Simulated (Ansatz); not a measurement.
Reaction (cleavage of the Si–In bond): `N[SiH]([SiH3])[InH2]` + silanol → `N[SiH]([SiH3])O[SiH3]` + `[InH3]`

Gas-phase electronic energies from Ansatz, PBE0-D4/def2-TZVP geometries. CCSD(T)/CBS is the MP2 limit (def2-TZVPP, def2-QZVPP) plus CCSD(T) − MP2 in def2-TZVPP, frozen cores. Functionals use def2-TZVPP. Elements past krypton have def2 core potentials. For In outer-core shells are correlated without core-valence functions, which leaves a few kJ/mol of doubt a bond. One conformer a species, not always the lowest.

`N[SiH]([SiH3])[InH2]`:

```xyz
12

N     0.340   -1.530    1.303
Si    0.538   -0.045    0.421
Si   -1.417    1.222    0.665
In    1.117   -0.176   -2.104
H     1.164   -2.078    1.499
H    -0.420   -2.140    1.044
H     1.645    0.698    1.095
H    -2.574    0.474    0.092
H    -1.731    1.541    2.084
H    -1.278    2.492   -0.100
H     1.522    1.229   -3.037
H     1.094   -1.686   -2.962
```

`O[SiH3]`:

Cartesian coordinates in Å:
```
O -0.349 -1.146 -0.456
Si -0.059 0.378 0.101
H 0.375 -1.772 -0.444
H 0.367 0.370 1.527
H -1.337 1.112 -0.038
H 1.004 1.059 -0.689
```

`N[SiH]([SiH3])O[SiH3]`:

```xyz
14

N     1.778   -0.649    0.521
Si    0.690   -0.157   -0.699
Si   -0.897   -1.862   -0.947
O    -0.105    1.255   -0.401
Si   -0.703    2.151    0.827
H     2.697   -0.252    0.623
H     1.481   -1.133    1.352
H     1.493    0.093   -1.922
H    -0.291   -3.063   -1.584
H    -2.051   -1.415   -1.772
H    -1.413   -2.261    0.395
H    -1.436    1.290    1.796
H    -1.636    3.156    0.262
H     0.394    2.848    1.550
```

`[InH3]`:

Z-matrix (Å, degrees):
```
In
H 1 1.724
H 1 1.724 2 120.0
H 1 1.724 2 120.0 3 -180.0
```

```csv
level,ΔE (kJ/mol)
r2SCAN-D4,-96.1
HF/CBS(def2),-128.5
```

(1) What does CCSD(T)/CBS give? (Best estimate.)

Largest T1 diagnostic among the species: 0.014.

## Answers

(1) The calculation gave: -95.8 kJ/mol. The listed levels differ from it by -0.3, -32.7 kJ/mol.

From PBE to PBE0 (25 % exact exchange), in def2-TZVPP and without D4, ΔE moves by −9.5 kJ/mol. In def2-TZVPP, CCSD(T) changes the Hartree–Fock value by +26.2 kJ/mol (the triples alone add +3.4 kJ/mol) and MP2 by +27.0 kJ/mol. The D4 term adds −4.9 kJ/mol with B3LYP and −2.9 kJ/mol with PBE0; it sums over pairs of atoms, weighted by their polarisabilities, and B3LYP, whose exchange is more repulsive, gets the larger term.

CCSD(T)/CBS has its own doubt, a few kJ/mol and more with outer-core shells, so smaller differences from it don't rank the levels.

B3LYP here is the variant with VWN-RPA as its local correlation; programs differ in this.
